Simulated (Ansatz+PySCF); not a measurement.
Values are calculated unless marked as measured or tabulated.
**Several solutions for sextet MnO**

```tsv
atom	x (Å)	y (Å)	z (Å)
Mn	0.0000	0.0000	0.0000
O	0.0000	0.0000	1.6460
```

Basis set: def2-SVP (spherical functions). Charge 0, multiplicity 6.

ωB97X (unrestricted) was run from several starts with Ansatz (development build ahead of 0.2.0) and PySCF 2.14.0.

```json
{"run": "A", "program": "PySCF", "start": "program defaults", "converged": "yes", "energy (hartree)": "-1225.92143", "<S²>": "8.84"}
{"run": "B", "program": "Ansatz", "start": "search for the lowest state", "converged": "yes", "energy (hartree)": "-1225.92141", "<S²>": "8.84"}
{"run": "C", "program": "PySCF", "start": "guess atom, instabilities followed", "converged": "yes", "energy (hartree)": "-1225.92143", "<S²>": "8.84"}
{"run": "D", "program": "Ansatz", "start": "atomic start, no search", "converged": "yes", "energy (hartree)": "-1225.92141", "<S²>": "8.84"}
{"run": "E", "program": "PySCF", "start": "guess huckel, instabilities followed", "converged": "no", "energy (hartree)": "–", "<S²>": "–"}
{"run": "F", "program": "PySCF", "start": "guess minao, instabilities followed", "converged": "yes", "energy (hartree)": "-1225.92143", "<S²>": "8.84"}
{"run": "G", "program": "Ansatz", "start": "stability test followed", "converged": "yes", "energy (hartree)": "-1225.92141", "<S²>": "8.84"}
```

Question: Which runs reached the lowest solution of this kind, and what is wrong with the others?

Answer: A, B, C, D, F, G reached the lowest solution found. Not converged: E. Caution: other spin multiplicities were not run.
